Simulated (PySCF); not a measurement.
C₃H₉NOSi, SMILES CN1C[SiH](O)C1. Atoms are numbered in the order given.

```xyz
15

C     -2.4869     0.3074     0.0000
N     -1.0447     0.3419     0.0000
C     -0.3634    -0.2744    -1.1564
Si     1.1290    -0.4536     0.0000
O      2.2392     0.7870     0.0000
C     -0.3634    -0.2744     1.1564
H     -2.8895    -0.7334     0.0000
H     -2.8781     0.8236     0.8920
H     -2.8781     0.8236    -0.8920
H     -0.3470     0.3669    -2.0552
H     -0.8008    -1.2617    -1.4441
H      1.9532    -1.6908     0.0000
H      1.8628     1.6758     0.0000
H     -0.3470     0.3669     2.0552
H     -0.8008    -1.2617     1.4441
```
Charge 0, spin multiplicity 1.

Geometry: r2SCAN-D4/def2-SVP. The structure was generated by enumeration, and PubChem lists no compound with its InChIKey, so it may never have been made. Other conformers were not sampled.

Computed with PBE/pcSseg-1 run with PySCF.

GIAO shieldings, no solvent; atoms listed in one row are averaged. δ = σ(ref) − σ: ¹³C against TMS (σ = 182.0 ppm); ¹⁵N against NH3 (σ = 267.0 ppm); ²⁹Si against TMS (σ = 335.4 ppm); ¹⁷O against H2O (σ = 334.3 ppm); ¹H against TMS (σ = 31.49 ppm), references at their B3LYP-D3(BJ)/def2-TZVP geometries, non-relativistic.

```tsv
nucleus	atoms	count	δ (ppm)
¹³C	C3, C6	2	61.7
¹³C	C1	1	54.1
¹⁵N	N2	1	55.1
²⁹Si	Si4	1	-3.3
¹⁷O	O5	1	33.9
¹H	H12	1	5.63
¹H	H14, H10	2	3.09
¹H	H7, H8, H9	3	2.55
¹H	H11, H15	2	2.52
¹H	H13	1	1.71
```
